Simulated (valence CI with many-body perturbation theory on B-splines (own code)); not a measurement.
## Nb²⁺ in brief

Method: configuration interaction combined with many-body perturbation theory (CI+MBPT): three valence electrons over a frozen Dirac-Fock core [Kr], a basis of 7 s, 7 p, 8 d, 6 f, 4 g, 1 h functions for each j, with the one-electron correlation potential Σ1 (screened to all orders), the two-electron term Σ2, the three-electron term Σ3, Breit, model QED; selected single and double excitations, second order for the rest, scaled by the run's own slope (own B-spline code, finite nucleus).

Against 24 measured levels this calculation errs by 551 cm⁻¹ on average and by 1058 at most. These come from a selection out of Shadmi, J. Res. Natl. Bur. Stand. 70A, 435 (1966). Levels without a partner in it may be off by more, other configurations by 1,000 to 8,000 cm⁻¹. Only levels of the ground parity were solved; by the run's estimate the other parity begins above the list, which can be wrong where configurations are misplaced.

Rates and lifetimes use the calculated energies. Strong lines usually hold to 10 to 20 %, long lifetimes can be off by a factor of two.

**Question.** What is the ground level?

**Answer.** 4d3 4F_3/2, composition 99 % 4d3 4F, g = 0.402.

**Question.** What is the ionisation energy?

**Answer.** 25.072 eV; NIST lists 25.04 eV (semi-empirical).

**Question.** How well does LS coupling describe the low levels?

**Answer.** Among the lowest 20 levels the leading LS term, summed over configurations, holds 93 % on average. For single configurations the figures are 90 % in LS and 64 % in jj coupling. Terms mix most in the J = 3/2 level at 11570 cm⁻¹, where the leading one holds 54 %.

**Question.** How is the term 4F of the ground level split?

**Answer.** J = 3/2 at 0.0, J = 5/2 at 511, J = 7/2 at 1168, J = 9/2 at 1932 cm⁻¹.
